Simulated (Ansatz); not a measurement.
Start from `FC(F)C(F)(F)F` and change one atom or group to get `OCC(F)(F)F`.

Ansatz, PBE0-D4/def2-TZVP geometries, multiplicity 1. Each molecule was computed in one conformer, which needn't be the lowest.

| property | `FC(F)C(F)(F)F` |
| --- | --- |
| HOMO–LUMO gap (ωB97M-V/def2-TZVPP) / eV | 15.96 |
| HOMO energy (PBE0/def2-TZVPP) / eV | -10.50 |
| LUMO energy (B3LYP/def2-TZVPP) / eV | 1.07 |
| size of the dipole moment (B3LYP/def2-TZVPP) / D | 1.49 |
| size of the dipole moment (ωB97M-V/def2-TZVPP) / D | 1.49 |
| LUMO energy (PBE0/def2-TZVPP) / eV | 1.47 |

Task: What does the change do to each property? (Estimate.)

Result: The calculation gave: 
| property | `OCC(F)(F)F` | shift |
| --- | --- | --- |
| HOMO–LUMO gap (ωB97M-V/def2-TZVPP) / eV | 13.66 | -2.30 |
| HOMO energy (PBE0/def2-TZVPP) / eV | -8.85 | 1.65 |
| LUMO energy (B3LYP/def2-TZVPP) / eV | 0.44 | -0.63 |
| size of the dipole moment (B3LYP/def2-TZVPP) / D | 1.71 | 0.22 |
| size of the dipole moment (ωB97M-V/def2-TZVPP) / D | 1.71 | 0.22 |
| LUMO energy (PBE0/def2-TZVPP) / eV | 0.85 | -0.62 |

With PBE0 the HOMO rises by 1.65 eV and the LUMO falls by 0.62 eV, so the gap narrows by about 2.27 eV. PBE moves the HOMO by 1.56 eV and ωB97M-V by 1.60 eV. The zero-point energy changes by 52.5 kJ/mol with +3 modes. Dipoles are sizes alone; their direction can turn.

B3LYP here is the variant with VWN-RPA as its local correlation; programs differ in this.
